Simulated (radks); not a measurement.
Results of a calculation; reference values are marked as such.
Spin polarisation of the 5d1 shell in La. Start: [Xe] 5d(up 0.5, down 0.5) 6s2; electrons of 5d are moved from spin down to spin up, other shells keep equal spins. Code: a radial shooting solver on a logarithmic mesh with Libxc functionals. Model: non-relativistic Kohn-Sham, PBE, spin-polarised, spherical densities, point nucleus.

| moment (Bohr magnetons) | E - E(0) (eV) | e(5d up) (eV) | e(5d down) (eV) | 6s down minus up (eV) | 5p down minus up (eV) |
|---|---|---|---|---|---|
| 0 | 0.000 | -3.729 | -3.729 | 0.000 | 0.000 |
| 0.25 | -0.008 | -3.791 | -3.665 | 0.064 | 0.111 |
| 0.5 | -0.031 | -3.849 | -3.598 | 0.127 | 0.223 |
| 0.75 | -0.071 | -3.904 | -3.528 | 0.191 | 0.334 |
| 1 | -0.126 | -3.956 | -3.454 | 0.254 | 0.446 |

At moment 1 the spin-polarisation energy is -0.126 eV and the 5d exchange splitting 0.501 eV, that is 0.501 eV per Bohr magneton; E = -I m^2/4 would give I = 0.502 eV.
